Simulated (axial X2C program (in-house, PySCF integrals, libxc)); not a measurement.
## Photoelectron levels of GaTe⁻ by EOM-IP-CCSD

Calculated with an axial X2C code built on PySCF integrals: two-component X2C with atomic mean-field Coulomb and Gaunt terms, Gaussian nuclei, basis Te dyall-acv3z, Ga dyall-acv3z with contracted cores.

R = 2.709 Å (1.090 times 2.485 Å, the PBE0 minimum at charge -1 for the lowest determinant).

Vertical detachment energies of GaTe⁻ to the states of GaTe:

| Ω of GaTe | vertical detachment energy (eV) | above lowest (cm⁻¹) | ionised spinor | one-hole weight |
| --- | --- | --- | --- | --- |
| 3/2 | 2.371 | 0 | 77% Te pπ, 12% Ga pπ, 7% Ga dπ | 0.93 |
| 1/2 | 2.560 | 1522 | 40% Te pπ, 22% Te pσ, 19% Ga pσ | 0.93 |
| 1/2 | 3.051 | 5480 | 39% Te pπ, 25% Te pσ, 18% Ga pσ | 0.92 |
| 1/2 | 6.579 | 33936 | 59% Ga sσ, 27% Te pσ | 0.69 |

Task: Take the first Ω = 1/2 and Ω = 3/2 rows of π character: how far apart are they, and which lies lower?

Result: E(3/2) − E(1/2) = 0 − 1522 = -1522 cm⁻¹ at EOM-IP-CCSD: inverted, Ω = 3/2 lower. Splittings at this level can be off by ten to twenty per cent.

This point took 11 s on 1 thread of Arm Neoverse V1, on a shared host.

Reference electrons by ω block (each with its −ω partner): 1/2: 27, 3/2: 12, 5/2: 3. 10 electrons of GaTe⁻ correlated (inner shells frozen), 94 natural virtual spinors (a truncated set); levels can be off by some tenths of an eV. Roots sought by Ω: (1/2: 4, 3/2: 3, 5/2: 1); rows need 60 % one-particle weight and stop where some Ω has no more roots. Missing are any skipped roots, higher Ω and states of a further excitation; these come out far too high here and may in truth be low or lowest. T1 of the reference 0.026 (Lee–Taylor). Number of frozen shells: Te 4 s, 3 p, 2 d; Ga 3 s, 2 p, 1 d. Large amplitudes in the reference (orbital relaxation or multireference character) lower the reliability.
